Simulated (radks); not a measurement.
Q: Valence configurations of Ho+ (all share [Xe]). Method: Dirac Kohn-Sham, LDA (Slater exchange, Perdew-Wang correlation), spin-unpolarised, spherical densities, finite nucleus; open shells fill j = l - 1/2 first; Fermi nuclear charge, rms radius 5.2022 fm; computed with a radial shooting solver on a logarithmic mesh with Libxc functionals. Order these by energy: 4f9 6s1 6p2; 4f8 5d2 6s1 6p1; 4f11 6p1; 4f11 6s1; 4f10 6s2; 4f10.5 5d0.5 6s1; 4f10 6s1 6p1; 4f9 5d2 6s1; 4f11 5d1; 4f9 6s2 6p1.

A: From the lowest, in eV above it: 4f11 6s1 0.000; 4f10.5 5d0.5 6s1 1.647; 4f11 5d1 2.195; 4f11 6p1 3.334; 4f10 6s2 3.461; 4f10 6s1 6p1 7.314; 4f9 5d2 6s1 13.982; 4f9 6s2 6p1 18.953; 4f9 6s1 6p2 23.416; 4f8 5d2 6s1 6p1 34.485. NIST lists [Xe] 4f11 6s1 as the ground configuration; this level of theory agrees among the configurations tried. The energies are those of spherical spin-averaged densities, not of single terms.
